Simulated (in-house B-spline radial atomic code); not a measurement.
What moves the levels of Sm ([Xe] 4f6 6s2)? Computed with a radial B-spline atomic code at the basis-set limit: Dirac-Hartree-Fock, average of configuration, Fermi nucleus of rms radius 5.0819 fm.

Baseline run (computed): total energy -10429.1476 hartree, 1s1/2 at -1731.204 hartree, 6s1/2 at -4.8649 eV with <r> = 4.645 bohr.

Scaling the speed of light c (a factor of 100 is close to the non-relativistic limit):

```csv
c/c0,ΔE (hartree),6s1/2 level (eV),6s1/2 <r> (bohr)
0.9,-105.9,-4.94008,4.58
0.98,-18.191,-4.87748,4.634
1.02,16.973,-4.85318,4.656
1.5,229.4,-4.7149,4.785
100,394.68,-4.61587,4.883
```

Changing the nucleus:

```
                                          nucleus  ΔE (eV)
         Gaussian nucleus of rms radius 5.0819 fm  -0.0957
uniform spherical nucleus of rms radius 5.0819 fm   0.0276
           Gaussian nucleus of rms radius 0.01 fm    -18.7
            Fermi nucleus of rms radius 4.9803 fm   -0.657
            Fermi nucleus of rms radius 5.1835 fm    0.667
```

A larger nucleus binds the electrons less, roughly as the density at the nucleus times the change of the nuclear <r²>. At equal rms radius the shape enters only through higher moments. A radius of 0.01 fm is nearly a point.

Problem. The nuclear charge is raised by 0.1. What does the Hellmann-Feynman theorem predict for the energy, and what is found?

Solution. dE/dZ ≈ -Σ<1/r>, which is -412.268 at the start and -413.246 at the end; their mean times 0.1 is -41.276 hartree, and the two runs differ by -41.275 hartree.
